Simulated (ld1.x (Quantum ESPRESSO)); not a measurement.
# What one change does to a pseudopotential (Li (Z = 3), TM)

- Element: Li
- Generator: ld1.x (Quantum ESPRESSO) 7.5
- Type: norm-conserving Troullier–Martins (Kleinman–Bylander form)
- Functional: LDA (PZ)
- Relativity: scalar-relativistic
- Frozen core: none
- Valence charge: 3
- Reference configuration: 1s2 2s0.5 2p0 (charge +0.5)
- Partial waves: 2p (bound, empty): rc 4.20 bohr; 3d channel at -0.15 Ry: rc 3.60 bohr; 1s (bound): rc 0.40 bohr
- Local potential: the s channel
- Core correction: none

Occupied shells without a wave of their own: 2s. They enter only through the test configuration that unscreens the potential.

Change: local potential all-electron potential smoothed inside 0.75 bohr (lloc = -1).

Cutoffs: the cutoffs (Ry, on a coarse ladder) from which the occupation-weighted sum of valence levels, in a spherical-Bessel basis at the reference potential, stays within 10 and 1 mRy of its value at 400 Ry; they do not see the model core or the augmentation charge, which bear on the density cutoff. Errors are all-electron minus pseudo energies relative to the spin-unpolarised reference configuration.

How do hardness, ghosts and transferability respond?

The bound ghost in p disappears; of the 6 tests that both files solve, the error grows in 5 and shrinks in 0 by more than 15 % and 0.3 meV (median size 0.6 → 1.9 meV); the range in which the s phases agree narrows (upper end at the end of the scan → 3.1). In the separable form a ghost depends on how the local part lies against the semilocal potential of the channel, so the choice of the local part can create or remove one.

```csv
quantity,base,changed
"cutoff, loose",over 300 Ry,over 300 Ry
"cutoff, tight",over 300 Ry,over 300 Ry
bound ghosts,p,none
"error for 1s2 2s1 2p0, meV [ΔE -2.04 eV]",-0.4,-1.6
"error for 1s2 2s0 2p0, meV [ΔE 3.19 eV]",+0.7,+2.6
"error for 1s2 2s0 2p1, meV [ΔE -0.29 eV]",+1.0,+2.1
"error for 1s1 2s1 2p0, meV [ΔE 65.33 eV]",+5.2,-12
"error for 1s2 2s0.5 2p0 (spin-polarised), meV [ΔE -0.09 eV]",0.0,-0.1
"error for 1s2 2s1 2p0 (spin-polarised), meV [ΔE -2.28 eV]",-0.4,-1.7
s: phases at 4.57 bohr within 0.05 rad from the reference energy up to (Ry; the scan ends near 5),to the end of the scan,3.1
p: phases at 4.57 bohr within 0.05 rad from the reference energy up to (Ry; the scan ends near 5),0.4,0.4
d: phases at 4.57 bohr within 0.05 rad from the reference energy up to (Ry; the scan ends near 5),1.5,1.5
```

Changed file: These tests converged, but a pseudo level misses the all-electron one widely, so the file describes the atom poorly there or has found another state: 1s1 2s1 2p0: empty 2p by 2.5 eV (a node warning on the way). A true bound ghost makes a file unfit for plane-wave use even where its test errors are small: the radial tests pick states by their node count and pass the ghost by.
